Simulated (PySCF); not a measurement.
# Basis-set dependence of excited states

Compound: CH7N3Si2.
SMILES: `N[Si@H](C#N)[SiH2]N`

TDDFT with PBE0 (PySCF), vertical singlets, core orbitals frozen in the response, spherical d and f functions. Geometry: PBE0-D3(BJ)/def2-SVP, one conformer, isolated molecule.

| basis | functions | diffuse | S1 (eV) | S2 (eV) | S3 (eV) | S4 (eV) | S5 (eV) | LUMO (eV) | α (au) |
| --- | --- | --- | --- | --- | --- | --- | --- | --- | --- |
| 6-31G* | 106 | no | 5.39 | 5.90 | 6.21 | 6.53 | 6.68 | -0.61 | 70.6 |
| def2-SVP | 127 | no | 5.45 | 5.95 | 6.03 | 6.51 | 6.57 | -0.62 | 73.7 |
| 6-31+G* | 130 | yes | 5.29 | 5.77 | 5.93 | 6.39 | 6.45 | -1.04 | 81.1 |
| def2-SVPD | 184 | yes | 5.40 | 5.91 | 5.92 | 6.43 | 6.44 | -0.95 | 86.7 |
| aug-cc-pVDZ | 209 | yes | 5.30 | 5.79 | 5.86 | 6.34 | 6.39 | -1.05 | 88.9 |
| def2-TZVP | 240 | no | 5.33 | 5.83 | 5.92 | 6.36 | 6.41 | -0.97 | 82.4 |
| def2-TZVPD | 297 | yes | 5.28 | 5.78 | 5.84 | 6.30 | 6.35 | -1.08 | 88.3 |

**Question.** How much do these states and the polarisability depend on the basis?

**Answer.** States are compared by their number. Against the largest diffuse basis here (def2-TZVPD, itself not a converged limit), sets without diffuse functions differ by up to 0.17 eV in S1 and 0.33 eV in S5; the smaller diffuse sets differ by up to 0.12 and 0.10 eV. State by state, the largest deviation of a set without diffuse functions is S1 0.17, S2 0.16, S3 0.38, S4 0.23, S5 0.33 eV. The same number needn't mean the same state in each row. Against def2-TZVPD the polarisability deviates by -20% in 6-31G*, -17% in def2-SVP, -8% in 6-31+G*, -2% in def2-SVPD, +1% in aug-cc-pVDZ, -7% in def2-TZVP. A single + in a Pople set puts diffuse functions on heavy atoms only.
